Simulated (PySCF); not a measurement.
F3OTa (SMILES [O]=[Ta]([F])([F])[F]), singlet, at a GFN2-xTB geometry (such geometries of metal compounds can be far from the true shape) (core potentials on Ta).

Input for PySCF:
```python
from pyscf import gto, scf, dft

mol = gto.M(
    atom='''
Ta    0.016939    0.009075   -0.019553
O     1.067821    0.572063   -1.232560
F     0.970074   -0.956009    1.218615
F    -1.269464   -1.064294   -0.771854
F    -0.787181    1.438195    0.807440
''',
    basis='def2-tzvp',
    ecp={'Ta': 'def2-tzvp'},
    charge=0,
    spin=0,
    verbose=4,
)

mf = dft.RKS(mol)
mf.xc = 'mn12l'
mf = mf.density_fit(auxbasis='def2-universal-jkfit')
mf.kernel()
mf.analyze()
```

**Question.** What does this run give for the HOMO energy, nuclear repulsion energy, dipole moment, number of basis functions, total energy, HOMO-LUMO gap?

**Answer.** 
```yaml
HOMO energy: -8.88 eV
nuclear_repulsion_energy: 215.9324 Eh
dipole_moment: 1.95 D
number_of_basis_functions: 164
total_energy: -431.5890 Eh
HOMO-LUMO gap: 7.24 eV
```
